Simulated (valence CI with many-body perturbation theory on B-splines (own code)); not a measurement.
Values are calculated unless marked as measured or tabulated.
**Run record, Pr⁵²⁺**

Level of theory: configuration interaction combined with many-body perturbation theory (CI+MBPT): five valence electrons over a frozen Dirac-Fock core [He], radial functions for each j: 6 s, 6 p, 5 d, 3 f, 1 g, with the one-electron correlation potential Σ1 (screened to all orders), the two-electron term Σ2, the three-electron term Σ3, Breit, model QED; selected single and double excitations, second order for the rest, scaled by the run's own slope (own B-spline code, finite nucleus).

Command, and the settings that its task file holds:

```sh
python run_cv.py task.json out
```

```
atom Pr  Z=59  mass_number=141  rms_radius_fm=4.8919
core [He]
valence 2s2 2p3
avg = 1
basis = S
breit = 1
cap = 20000
capref = 1200
cscale = 1
de = 0.0
dress = 0
eps = 2e-08
extrap = 1
h = 0.27
hh = 1
l2 = 3
lcore = 6
maxit = 60
n2 = 5
natural = 1
nlev = 30
nno = [3, 3, 3, 2, 1]
nroot = 26
nsp = [3, 3, 2, 1, 0]
pt2 = 1
qed = 1
rpa = 1
s1 = 1
s2 = 1
s3 = 1
screen = 1
tol = 2e-05
whole = 1
```

It took 31 s on 1 thread of Arm Neoverse V1 (shared host).

Log. The first blocks belong to the next ion, which gives the ionisation energy. Fields: 2J, parity (1 odd), roots, reference size, generating configurations, candidates as configurations/state functions, variational space P, stored matrix elements, Davidson steps; e2 is the range of second-order energies in hartree. The first line gives the box (bohr), its intervals, the orbitals and the steps of their self-consistent field. Window is the range of levels sought, series limit the energy at which the first omitted orbital would enter, core excitation an estimate of the first excitation out of the core, left out the lowest levels not solved, and shifts from estimates the range by which levels moved from their first estimate, all in cm⁻¹.

```
rmax 1.1 intervals 53 orbitals 36 references ['2s2 2p3', '2s 2p4', '2p5'] scf 3 t 0.4
2J=0 par=0 roots 2 ref 28 generators 4 cand 1153/1578 P 908/1275 nnz 0 it 0
2J=0 par=0 roots 2 ref 28 generators 4 cand 271/331 P 1008/1408 nnz 0 it 3
   second order: generators 6 cand 1043/1672 e2 -0.00001 -0.00001
reference levels 502, estimated 402, window 50331940 1/cm; series limit 62148902, core excitation 290895341
2J=3 par=1 roots 13 ref 87 generators 18 cand 7840/59260 P 1296/5214 nnz 2.5e+06 it 9
2J=3 par=1 roots 13 ref 87 generators 21 cand 7448/57771 P 3650/19999 nnz 2.5e+07 it 9
   second order: generators 24 cand 6328/47618 e2 -0.00518 -0.00011
2J=5 par=1 roots 7 ref 72 generators 12 cand 7657/68248 P 1199/5185 nnz 2.8e+06 it 8
2J=5 par=1 roots 7 ref 72 generators 18 cand 7721/67631 P 3225/19995 nnz 2.7e+07 it 9
   second order: generators 19 cand 6255/56591 e2 -0.00335 -0.00055
2J=1 par=1 roots 9 ref 58 generators 16 cand 6941/33206 P 1750/5171 nnz 2e+06 it 5
2J=1 par=1 roots 9 ref 58 generators 20 cand 6606/32014 P 4952/19996 nnz 2.3e+07 it 6
   second order: generators 22 cand 4754/23819 e2 -0.00026 -0.00001
2J=5 par=0 roots 13 ref 60 generators 19 cand 8071/69415 P 1302/5164 nnz 2.5e+06 it 7
2J=5 par=0 roots 13 ref 60 generators 20 cand 7701/67945 P 3437/19987 nnz 2.5e+07 it 9
   second order: generators 24 cand 7884/78459 e2 -0.00499 -0.00103
2J=1 par=0 roots 12 ref 53 generators 19 cand 6995/33372 P 1707/4969 nnz 1.9e+06 it 5
2J=1 par=0 roots 12 ref 53 generators 23 cand 6893/32567 P 5030/19996 nnz 2.2e+07 it 7
   second order: generators 29 cand 6850/34623 e2 -0.00026 -0.00001
2J=3 par=0 roots 16 ref 72 generators 17 cand 8030/59550 P 1260/5191 nnz 2.5e+06 it 8
2J=3 par=0 roots 16 ref 72 generators 21 cand 7870/58612 P 3627/19996 nnz 2.4e+07 it 9
   second order: generators 25 cand 8116/73440 e2 -0.00385 -0.00078
2J=7 par=1 roots 3 ref 44 generators 8 cand 6238/57046 P 977/3999 nnz 1.8e+06 it 5
2J=7 par=1 roots 3 ref 44 generators 10 cand 5939/55811 P 2965/19988 nnz 3.3e+07 it 7
   second order: generators 11 cand 4169/40327 e2 -0.00045 -0.00027
2J=7 par=0 roots 5 ref 27 generators 9 cand 6206/57175 P 1050/3999 nnz 1.6e+06 it 5
2J=7 par=0 roots 5 ref 27 generators 10 cand 5846/55701 P 3049/19987 nnz 3e+07 it 5
   second order: generators 13 cand 5647/59895 e2 -0.00138 -0.00048
2J=9 par=0 roots 2 ref 8 generators 5 cand 3602/30064 P 991/3997 nnz 1.8e+06 it 4
2J=9 par=0 roots 2 ref 8 generators 5 cand 3346/28565 P 2618/16946 nnz 2.8e+07 it 5
   second order: generators 6 cand 2448/29191 e2 -0.00006 -0.00002
2J=9 par=1 roots 1 ref 17 generators 3 cand 2308/19562 P 898/3996 nnz 1.9e+06 it 4
2J=9 par=1 roots 1 ref 17 generators 3 cand 2056/18074 P 1823/11789 nnz 1.7e+07 it 5
   second order: generators 3 cand 1131/10281 e2 -0.00003 -0.00003
left out: unestimated 63296612, estimated 53244593, shifts from estimates -111 to 130
operators 0.1
```

The Davidson iterations converged.

The last digits are not significant, and no measured levels were compared; by estimate large intervals hold to a few tenths of a per cent, small ones and those within an open d or f shell to about a per cent. Among the levels kept, up to 840 cm⁻¹ of a level comes from second order outside the variational space, and about a tenth of that is noise between levels of different J, which matters for small intervals.

```yaml
Valence_energy: -2055.756 hartree
Ionisation_energy: "10176 eV (NIST: 10175 ± 4 eV (theoretical))"
Reference_configurations_for_the_orbitals: 2s2 2p3, 2s 2p4, 2p5
Radial_orbitals: 36
Box_radius: 1.101 bohr
Largest_variational_space: 19999
Lowest_levels: (2s^2 2p1/2^2 2p3/2) J=3/2 0.0, (2s^2 2p1/2 2p3/2^2) J=3/2 485.6, (2s^2 2p1/2 2p3/2^2) J=5/2 506.9, (2s^2 2p1/2 2p3/2^2) J=1/2 542.9, (2s 2p1/2^2 2p3/2^2) J=5/2 732.5, (2s 2p1/2^2 2p3/2^2) J=1/2 810.2, (2s 2p1/2^2 2p3/2^2) J=3/2 811.7, (2s^2 2p3/2^3) J=3/2 1029.9, (2s 2p1/2 2p3/2^3) J=3/2 [a] 1239.7, (2s 2p1/2 2p3/2^3) J=5/2 1274.9, (2s 2p1/2 2p3/2^3) J=1/2 1318.1, (2s 2p1/2 2p3/2^3) J=3/2 [b] 1328.6, (2p1/2^2 2p3/2^3) J=3/2 1601.3, (2s 2p3/2^4) J=1/2 1820.7 eV
```

Levels are named by their leading jj configuration (3d3/2^4 stands for four electrons in 3d with j = 3/2), which in mixed levels can hold well under half, so a name can repeat and another be missing. Letters in brackets count levels of one name in rising energy.
